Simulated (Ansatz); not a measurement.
`[F][Ge]([F])([SiH3])[Cl]` and `[F][Ge]([F])([Cl])[Br]` differ in one atom or group.

Ansatz, PBE0-D4/def2-TZVP geometries, multiplicity 1. 

Scalar relativity is left out up to krypton.

```
                                          property  `[F][Ge]([F])([SiH3])[Cl]`
             HOMO energy (ωB97M-V/def2-TZVPP) / eV                      -11.28
  size of the dipole moment (B3LYP/def2-TZVPP) / D                        3.69
              HOMO–LUMO gap (PBE0/def2-TZVPP) / eV                        8.20
    size of the dipole moment (PBE/def2-TZVPP) / D                        3.46
               LUMO energy (B3LYP/def2-TZVPP) / eV                       -1.29
size of the dipole moment (ωB97M-V/def2-TZVPP) / D                        3.70
```

Question: Give the same properties after the change, and the shifts. (Estimate.)

Answer: Computed: 
| property | `[F][Ge]([F])([Cl])[Br]` | shift |
| --- | --- | --- |
| HOMO energy (ωB97M-V/def2-TZVPP) / eV | -11.79 | -0.51 |
| size of the dipole moment (B3LYP/def2-TZVPP) / D | 1.48 | -2.21 |
| HOMO–LUMO gap (PBE0/def2-TZVPP) / eV | 7.44 | -0.76 |
| size of the dipole moment (PBE/def2-TZVPP) / D | 1.36 | -2.10 |
| LUMO energy (B3LYP/def2-TZVPP) / eV | -2.46 | -1.17 |
| size of the dipole moment (ωB97M-V/def2-TZVPP) / D | 1.45 | -2.25 |

With PBE0 the HOMO falls by 0.36 eV and the LUMO falls by 1.12 eV, so the gap narrows by about 0.76 eV. PBE moves the HOMO by -0.28 eV and ωB97M-V by -0.51 eV. The zero-point energy changes by -62.7 kJ/mol with -9 modes. Dipoles are sizes alone; their direction can turn.

B3LYP here is the variant with VWN-RPA as its local correlation; programs differ in this.

Spin–orbit coupling is left out; it splits and shifts lone-pair levels of the heavy atoms by tenths of an eV.
